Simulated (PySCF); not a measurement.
## LaF₃: calculation against measurement

Isolated LaF₃, optimised in PySCF with density fitting and no spin–orbit coupling; def2 sets carry scalar-relativistic core potentials from Rb on. It is a singlet of C3v symmetry: PBE/def2-TZVP La–F 2.157 Å (×3), F–La–F 113.9° (×3).

Formally La is in oxidation state +3, with 0 electrons left for the f, d and s shells; the Mulliken f population is 0.18.

Measured fundamentals (Jacox, Vibrational and Electronic Energy Levels of Polyatomic Transient Molecules, as compiled in the NIST Chemistry WebBook) beside computed harmonic wavenumbers, in cm⁻¹:

| mode as compiled | computed symmetry | measured | medium | PBE/def2-TZVP |
| --- | --- | --- | --- | --- |
| a1 sym. strech | a1 | 489.9 | argon matrix | 522 |
| e asym. stretch | e | 478.8 | argon matrix | 510 |

Task: How close does the calculation come?

Result: Mean absolute differences: PBE/def2-TZVP 6.5 %. The mean ratio of measured to computed values at PBE/def2-TZVP is 0.939. Harmonic values should lie a little above fundamentals; matrices shift bands further, usually down by up to a few per cent.
